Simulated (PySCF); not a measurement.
Assigning NMR signals

Bonds: C1-C2, C2-C3, C3-C4, C4-C5, C5-C6, C6-N7, C4-N8, N8-Si9. C1 carries H10; C3 carries H11, H12; C4 carries H13; C5 carries H14, H15; C6 carries H16; N7 carries H17; N8 carries H18; Si9 carries H19, H20, H21.

Level of theory: shielding tensors at PBE0/pcSseg-1 (GIAO), coordinates at the GFN2-xTB level, in PySCF 2.14.0 with density-fitted response routines (no relativistic terms, one conformer, rapidly exchanging positions averaged, in vacuum).

δ = σ(ref) − σ, references computed at the same level: TMS for 13C (σ = 186.93 ppm), 1H (σ = 31.72 ppm).

**Question.** Assign these signals to the numbered atoms. 13C{1H} NMR (computed): δ 175.8 (CH), 85.6 (C), 78.1 (CH), 53.1 (CH2), 53.0 (CH), 25.7 (CH2).

**Answer.** 
```tsv
δ (ppm)	atoms	environment	reason
175.8	C6	carbon bonded to C, N, H	–
85.6	C2	carbon bonded to 2 C	–
78.1	C1	carbon bonded to C, H	–
53.1	C5	carbon bonded to 2 C, 2 H	–
53.0	C4	carbon bonded to 2 C, N, H	–
25.7	C3	carbon bonded to 2 C, 2 H	–
```

C5 and C4 lie closer than the usual error of such a calculation, so a measured spectrum could show them in the other order.

**Question.** Assign these signals to the numbered atoms. 1H NMR (600 MHz, computed): δ 10.94 (br s, 1H), 8.38 (m, 1H), 4.68 (s, 3H), 3.05 (m, 1H), 2.90 (m, 1H), 2.56 (m, 1H), 2.55 (m, 1H), 2.43 (m, 1H), 1.39 (m, 1H), 0.97 (br s, 1H).

**Answer.** 
| δ (ppm) | atoms | environment | reason |
| --- | --- | --- | --- |
| 10.94 | H17 | hydrogen on a nitrogen bonded to C | – |
| 8.38 | H16 | hydrogen on a carbon bonded to C, N | – |
| 4.68 | H19/H20/H21 | hydrogen on a silicon bonded to N | – |
| 3.05 | H14 | hydrogen on a carbon bonded to 2 C | – |
| 2.90 | H13 | hydrogen on a carbon bonded to 2 C, N | – |
| 2.56 | H11 | hydrogen on a carbon bonded to 2 C | – |
| 2.55 | H15 | hydrogen on a carbon bonded to 2 C | – |
| 2.43 | H12 | hydrogen on a carbon bonded to 2 C | – |
| 1.39 | H10 | hydrogen on a carbon bonded to C | – |
| 0.97 | H18 | hydrogen on a nitrogen bonded to C, Si | – |

H11 and H15 lie closer than the usual error of such a calculation, so a measured spectrum could show them in the other order.

OH/NH shifts are gas-phase values; hydrogen bonding in solution moves them, usually downfield. Shifts are as computed. Against solution values, carbons near 30 ppm lie about +3 ppm off and those near 130 ppm about +5 ppm. Of 1309 compounds with measured shifts, 239 miss one by over three times the rms of a fit or turn the order of signals round; such compounds aren't used in these exercises. Multiplicities follow the n + 1 count of equivalent neighbours, as no J values were calculated; m marks all less simple cases, F and P coupling included.
